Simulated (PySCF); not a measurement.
## UHF on P²⁺ (phosphorus, charge +2)

Configuration: [Ne] 3s1 3p2, 3s spin antiparallel (an excited configuration). Computed with PySCF 2.14 in aug-cc-pVDZ-DK (5s4p2d, 27 functions), with the spin-free X2C one-electron Hamiltonian (Gaussian nucleus).

- Total energy: -340.034488 hartree
- One-electron energy: -459.0960 hartree
- Hartree (Coulomb) energy: 141.0427 hartree
- Exchange energy: -21.9812 hartree
- ⟨S²⟩: 1.7500
- ⟨L²⟩: 2.012
- Sum of ⟨r⟩: 9.906 bohr
- Sum of ⟨r²⟩: 15.34 bohr²
- Traceless quadrupole moment −½Σ⟨3z² − r²⟩ along its main axis: 1.72 e·bohr²
- Langevin diamagnetic susceptibility: -12.2 ×10⁻⁶ cm³/mol

```
shell  electrons  mean orbital energy (eV)  spread (eV)  rms radius, mean of both spins (bohr)
 1s β          1                   -2209.0            0                                  0.120
 1s α          1                   -2209.0            0                                  0.120
 2s β          1                   -231.28            0                                  0.560
 2s α          1                   -230.81            0                                  0.560
 2p α          3                   -173.15        0.475                                  0.538
 2p β          3                   -172.60        0.586                                  0.538
 3s β          1                   -38.166            0                                   1.88
 3p α          2                   -28.747            0                                   2.17
```

With the s spin flipped the determinant is a mixture of two multiplicities, not a spectroscopic state.

Densities and radii are taken from the X2C orbitals without a picture-change correction, which distorts them close to the nucleus.

Spin-orbit constants ζ (cm⁻¹) from the X2C one-electron operator on these orbitals: bare nucleus, nucleus screened by l(l+1)(2l+1)/3 electrons, and screened by the Breit-Pauli mean field of the electrons.

```csv
shell,bare,screened nucleus,mean field
2p,5451,4725,4393
3p,393.2,340.8,312.6
```
